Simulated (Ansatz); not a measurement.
Input file for C$_{2}$H$_{7}$BFN (`CBNCF`):

```yaml
crystal:
  periodic: [false, false, false]
  atoms:
    - {symbol: C, position_ang: [-1.879773, 0.266818, -0.596379]}
    - {symbol: B, position_ang: [-0.321763, 0.131939, -0.605195]}
    - {symbol: N, position_ang: [0.397831, -0.225343, 0.540947]}
    - {symbol: C, position_ang: [1.804805, -0.323938, 0.633634]}
    - {symbol: F, position_ang: [2.343695, 0.783282, 1.274666]}
    - {symbol: H, position_ang: [-2.170015, 1.276407, -0.906998]}
    - {symbol: H, position_ang: [-2.347462, 0.063984, 0.370931]}
    - {symbol: H, position_ang: [-2.325749, -0.405376, -1.337213]}
    - {symbol: H, position_ang: [0.320889, 0.317267, -1.602890]}
    - {symbol: H, position_ang: [-0.087849, -0.380014, 1.412685]}
    - {symbol: H, position_ang: [2.112205, -1.194543, 1.219851]}
    - {symbol: H, position_ang: [2.230187, -0.365683, -0.369937]}
basis:
  gaussian: {orbitals: def2-TZVPP}
correlation: {method: ccsd_t}
```

```sh
$ ansatz run in.yaml --threads 4 --pin off --events-out ev --progress --plain --max-ram 10444MiB
```

Output of Ansatz, abridged:

```
Functional definition: HF
  name "HF"
  cite "Fock, Z. Phys. 61, 126 (1930) doi:10.1007/BF01340294"
  parent pbe
  exchange = exact_x
  correlation = 0
1506 factors; integrals over basis functions are off by at most 9.2e-4 eV
mean field evaluation 1: about -7031.0795 eV, gradient 4.1e1 eV
mean field evaluation 2: about -7031.2586 eV, gradient 4.1e1 eV
mean field evaluation 4: about -7035.0957 eV, gradient 4.0e0 eV
mean field evaluation 8: about -7035.1507 eV, gradient 2.2e-1 eV
mean field evaluation 16: about -7035.1509 eV, gradient 7.9e-7 eV
mean field -7035.15091191 eV, -258.5370274161 hartree, gradient 7.9e-7 eV, S^2 0.000000; 0 other end points of the search recorded, 0 dependent functions left out
5 core orbitals not correlated: weight in the atoms' cores, before any rotation towards them, 1.000 or more for the frozen orbitals, at most 0.000 for the correlated occupied ones
reference -7035.15091191 eV, -258.5370274161 hartree; 15, 15 occupied and 233, 233 virtual orbitals, 1506 factors
second order -24.72069661 eV of doubles, -0.00000000 eV of singles
cycle   1  -25.14924111 eV  change   -4.3e-1 eV  update   9.8e-2
cycle   2  -25.69720485 eV  change   -5.5e-1 eV  update   2.8e-2
cycle   3  -25.81639784 eV  change   -1.2e-1 eV  update   1.5e-2
cycle   4  -25.80617258 eV  change    1.0e-2 eV  update   3.9e-3
cycle   5  -25.80436188 eV  change    1.8e-3 eV  update   1.9e-3
cycle   6  -25.80522220 eV  change   -8.6e-4 eV  update   6.5e-4
cycle   7  -25.80493676 eV  change    2.9e-4 eV  update   2.4e-4
cycle   8  -25.80481926 eV  change    1.2e-4 eV  update   7.4e-5
cycle   9  -25.80484632 eV  change   -2.7e-5 eV  update   3.0e-5
perturbative correction -0.92715657 eV, -0.0340723756 hartree
Total energy: -7061.88291480 eV, -259.5194104028 hartree
```

Run time 2.3 min (4 threads of an Arm Neoverse V1 on a shared host); peak host memory 6 GiB.

MP2 recovers 92.5 % of the CCSD(T) correlation energy and the triples give 3.5 %; T1 = 0.0116.
